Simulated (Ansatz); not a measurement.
Input (CCSDT(Q)/cc-pV(D+d)Z; Ansatz, a first-principles code): A basis named .json is the Basis Set Exchange file of that set.

Ansatz 0.2 input:
```yaml
crystal:
  periodic: [false, false, false]
  atoms:
    - {symbol: C, position_ang: [1.77435183, -0.27545723, 0.06446718]}
    - {symbol: Si, position_ang: [-0.03548625, 0.00550902, -0.00128931]}
    - {symbol: F, position_ang: [-0.73663907, -0.93245349, -1.06887293]}
    - {symbol: F, position_ang: [-0.38341543, 1.50069383, -0.39434324]}
    - {symbol: F, position_ang: [-0.72518771, -0.28177781, 1.39617335]}
    - {symbol: H, position_ang: [1.99185686, -1.30935183, 0.33636444]}
    - {symbol: H, position_ang: [2.23698319, 0.37917753, 0.80446729]}
    - {symbol: H, position_ang: [2.22903630, -0.07237136, -0.90619897]}
basis:
  gaussian:
    orbitals: cc-pV_D+d_Z.json
magnetization: {spin_polarized: false}
correlation: {method: ccsdt_q, electrons: outside_noble_gas}
```

Output:

```
Functional definition: HF
integrals: 0.16 GiB planned
1767 factors; integrals over basis functions are off by at most 1.4e-7 eV
mean field: 0.52 GiB planned
mean field evaluation 1: about -17061.1600 eV, gradient 4.0e1 eV
mean field evaluation 2: about -17061.2123 eV, gradient 4.0e1 eV
mean field evaluation 4: about -17064.1112 eV, gradient 2.6e0 eV
mean field evaluation 8: about -17064.1386 eV, gradient 1.5e-1 eV
mean field evaluation 16: about -17064.0538 eV, gradient 6.5e-1 eV
mean field -17064.13863951 eV, -627.0955285132 hartree, gradient 4.0e-6 eV, S^2 0.000000; 0 other end points of the search recorded, 0 dependent functions left out
9 core orbitals not correlated
reference -17064.13863951 eV, -627.0955285132 hartree; 16, 16 occupied and 69, 69 virtual orbitals, 1767 factors
second order -21.66577070 eV of doubles, -0.00000000 eV of singles
coupled cluster: 7.30 GiB planned
cycle   1  -21.79742114 eV  change   -1.3e-1 eV  update   1.1e-1
cycle   2  -22.42830321 eV  change   -6.3e-1 eV  update   5.1e-2
cycle   3  -22.77724842 eV  change   -3.5e-1 eV  update   2.0e-2
cycle   4  -22.75392889 eV  change    2.3e-2 eV  update   5.2e-3
cycle   5  -22.73875459 eV  change    1.5e-2 eV  update   2.5e-3
cycle   6  -22.74033318 eV  change   -1.6e-3 eV  update   7.2e-4
cycle   7  -22.74118904 eV  change   -8.6e-4 eV  update   2.7e-4
cycle   8  -22.74107017 eV  change    1.2e-4 eV  update   1.0e-4
cycle   9  -22.74097692 eV  change    9.3e-5 eV  update   3.6e-5
cycle  10  -22.74101114 eV  change   -3.4e-5 eV  update   1.3e-5
cycle  11  -22.74098727 eV  change    2.4e-5 eV  update   5.2e-6
cycle  12  -22.74098388 eV  change    3.4e-6 eV  update   2.5e-6
perturbative correction -0.04668535 eV, -0.0017156551 hartree
Total energy: -17086.92630873 eV, -627.9329599114 hartree
```
